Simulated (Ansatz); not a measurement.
Geometry optimisation, Ansatz, RKS PBE-D4/def2-SVP.

input.yaml

```yaml
crystal:
  periodic: [false, false, false]
  atoms:
    - { symbol: Ge, position_ang: [0.382495, 0.42479, -0.68827] }
    - { symbol: F, position_ang: [-0.097384, 1.051982, 2.10251] }
    - { symbol: H, position_ang: [0.455353, 0.451729, -2.221543] }
    - { symbol: O, position_ang: [-1.141793, 1.257194, -0.035252] }
    - { symbol: H, position_ang: [-1.935196, 0.68494, -0.05486] }
    - { symbol: O, position_ang: [0.311953, -1.28775, -0.173121] }
    - { symbol: H, position_ang: [0.448955, -1.34207, 0.807988] }
    - { symbol: O, position_ang: [1.489329, 1.455616, 0.197548] }
    - { symbol: Al, position_ang: [1.809221, 1.410701, 1.948232] }
    - { symbol: H, position_ang: [2.408121, 0.04352, 2.543795] }
    - { symbol: H, position_ang: [2.073189, 2.842787, 2.60387] }
    - { symbol: H, position_ang: [-0.486444, 1.30666, 1.234203] }
basis:
  gaussian: { orbitals: def2-SVP }
hamiltonian:
  xc: pbe
  dispersion: d4
relax:
  f_tol: 0.03
  max_steps: 50
```

Run as:

```bash
$ ansatz run input.yaml --threads 4 --pin off --max-ram 5120MiB --backend cpu --events-out ev --progress --plain --runs-dir out
```

Problem. Where does it end, and by what steps?

Solution. The run converged. The force dipped under the threshold on the way, but the program's further checks kept it going. After 18 steps the energy has fallen by 0.619 eV; H10 moved furthest, 0.91 Å. Parted: F2–H12 (0.98 → 1.32 Å). Joined: O4–H12 (1.43 → 1.10 Å).

| step | energy less start (eV) | largest force component (eV/Å) | accepted |
| --- | --- | --- | --- |
| 0 | 0.0000 | 2.311 | yes |
| 1 | -0.2777 | 0.879 | yes |
| 2 | -0.3568 | 0.654 | yes |
| 3 | -0.4180 | 1.120 | yes |
| 4 | -0.4732 | 0.820 | yes |
| 5 | -0.5244 | 0.480 | yes |
| 6 | -0.5542 | 0.317 | yes |
| 7 | -0.5749 | 0.433 | yes |
| 8 | -0.5906 | 0.388 | yes |
| 9 | -0.5997 | 0.179 | yes |
| 10 | -0.6038 | 0.129 | yes |
| 11 | -0.6092 | 0.378 | yes |
| 12 | -0.6139 | 0.135 | yes |
| 13 | -0.6164 | 0.114 | yes |
| 14 | -0.6186 | 0.068 | yes |
| 15 | -0.6170 | 0.227 | no |
| 16 | -0.6190 | 0.021 | yes |
| 17 | -0.6193 | 0.032 | yes |
| 18 | -0.6195 | 0.021 | yes |

```xyz
12
Properties=species:S:1:pos:R:3
Ge 0.511 0.436 -0.711
F -0.156 1.907 2.133
H 0.237 0.566 -2.212
O -1.180 1.028 0.148
H -1.691 0.240 0.430
O 0.521 -1.261 -0.193
H 0.963 -1.279 0.692
O 1.616 1.488 0.090
Al 1.581 1.409 1.922
H 1.572 -0.188 2.276
H 2.564 2.449 2.619
H -0.824 1.506 1.069
```

Whether the end is a true minimum wasn't checked by a vibrational analysis.

Time of the run: 45 s on 4 threads of Intel(R) Xeon(R) Platinum 8488C (Sapphire Rapids) (shared host), peak memory 0.22 GiB.
